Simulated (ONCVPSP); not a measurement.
## Reading a pseudo-wave (Ag)

Columns: radius, all-electron u(r) and pseudo u(r) of the 4d shell (level -7.66 eV) of silver in the configuration [Ar] 3d10 4s2 4p6 4d10 5s1; LDA (Perdew-Wang 92), scalar-relativistic, ONCV scheme, ONCVPSP 4.0.1.

```tsv
r (bohr)	all-electron	pseudo
0.090	-0.1809	0.0031
0.180	-0.4237	0.0239
0.270	-0.4124	0.0772
0.360	-0.2111	0.1694
0.450	0.0594	0.2952
0.540	0.3208	0.4405
0.630	0.5366	0.5885
0.720	0.6959	0.7224
0.810	0.8015	0.8255
0.900	0.8624	0.8860
0.990	0.8885	0.9049
1.080	0.8892	0.8961
1.170	0.8722	0.8733
1.260	0.8434	0.8433
1.350	0.8073	0.8072
1.440	0.7670	0.7669
1.530	0.7247	0.7245
1.620	0.6819	0.6818
1.710	0.6397	0.6396
1.800	0.5988	0.5987
1.890	0.5595	0.5595
1.980	0.5222	0.5221
2.070	0.4869	0.4868
2.160	0.4537	0.4537
2.250	0.4226	0.4225
2.340	0.3935	0.3934
```

**Question.** How many radial nodes do the two functions have?

**Answer.** The all-electron 4d function has n − l − 1 = 1; the pseudo-wave has 0, since the states of the same l below it are removed with the core.

**Question.** At about which radius was the pseudo-wave matched?

**Answer.** 1.30 bohr, where the columns begin to agree (steps of 0.09 bohr).

**Question.** Where does each function peak?

**Answer.** Outermost all-electron maximum near 1.08 bohr, pseudo maximum near 0.99 bohr (to the table’s step).

**Question.** Is the pseudo-wave norm-conserving?

**Answer.** Yes: the ONCV scheme keeps the norm inside the radius equal to the all-electron one, which fixes the energy derivative of the logarithmic derivative at the level.
